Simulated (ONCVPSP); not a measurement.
# Before and after: ONCV potential for indium (In)

- Element: In (Z = 49)
- Generator: ONCVPSP 4.0.1
- Type: optimised norm-conserving Vanderbilt (ONCV)
- Functional: PBE
- Relativity: scalar-relativistic
- Frozen core: [Kr]
- Valence charge: 13
- Reference configuration: 4d10 5s2 (charge +1)
- Partial waves: 5s: rc 2.25 bohr, ncon 5, nbas 8, qcut 2.5 1/bohr, 2 projectors, debl 1 Ha; p scattering state at 0.42 Ha: rc 2.10 bohr, ncon 3, nbas 6, qcut 4.3 1/bohr, 2 projectors, debl 0.7 Ha; 4d: rc 1.65 bohr, ncon 3, nbas 8, qcut 11.1 1/bohr, 2 projectors, debl 2.4 Ha
- Local potential: polynomial inside 1.30 bohr (lpopt 5, dvloc0 3 Ha)
- Core correction: none

In the p channel the program set the typed energies aside and used 0.050, 0.750 Ha.

All-electron outer shells of the reference configuration (PBE, scalar-relativistic, ld1.x):

```json
{"shell": "4p", "level (eV)": "-85.60", "outermost node (bohr)": "0.42", "outermost maximum (bohr)": "0.82"}
{"shell": "4d", "level (eV)": "-26.07", "outermost node (bohr)": "0.40", "outermost maximum (bohr)": "0.94"}
{"shell": "5s", "level (eV)": "-14.92", "outermost node (bohr)": "1.02", "outermost maximum (bohr)": "2.11"}
```

Change: s: qcut 1.8; p: qcut 3.1; d: qcut 8.

Cutoffs: the cutoffs (Ha) at which the residual kinetic energy of the hardest occupied pseudo-wave falls to 1 and 0.1 mHa per electron; they do not see the model core or the augmentation charge, which bear on the density cutoff. Errors are all-electron minus pseudo energies relative to the spin-unpolarised reference configuration.

**Question.** How do hardness, ghosts and transferability respond?

**Answer.** The potential gets softer (36 Ha and 43 Ha → 27 Ha and 31 Ha); both files keep a bound ghost (s); the number of tests with a reliable result goes from 4 to 3; of the 3 tests that both files solve, the error grows in 1 and shrinks in 0 by more than 15 % and 0.3 meV (median size 6.4 → 7.0 meV).

| quantity | base | changed |
| --- | --- | --- |
| cutoff, loose | 36 Ha | 27 Ha |
| cutoff, tight | 43 Ha | 31 Ha |
| loose cutoff by channel | s 20 Ha, d 36 Ha | s 24 Ha, d 27 Ha |
| bound ghosts | s | s |
| GHOST(+) flags under 300 eV | p at 51.6 eV | p at 55.2 eV |
| tests with a reliable result | 4 of 4 | 3 of 4 |
| error for 4d10 5s2 5p1, meV [ΔE -5.36 eV] | +5.4 | +5.8 |
| error for 4d10 5s1, meV [ΔE 19.24 eV] | +6.4 | +11 |
| error for 4d10 5s1 5p2, meV [ΔE 0.48 eV] | +7.3 | +7.0 |
| s: phases at 2.28 bohr within 0.05 rad from the reference energy up to (Ha; the scan ends near 5) | 2.8 | 2.8 |
| p: phases at 2.14 bohr within 0.05 rad from the reference energy up to (Ha; the scan ends near 5) | 1.8 | 2.0 |
| d: phases at 1.67 bohr within 0.05 rad from the reference energy up to (Ha; the scan ends near 5) | to the end of the scan | to the end of the scan |

 A true bound ghost makes a file unfit for plane-wave use even where its test errors are small: the radial tests pick states by their node count and pass the ghost by.
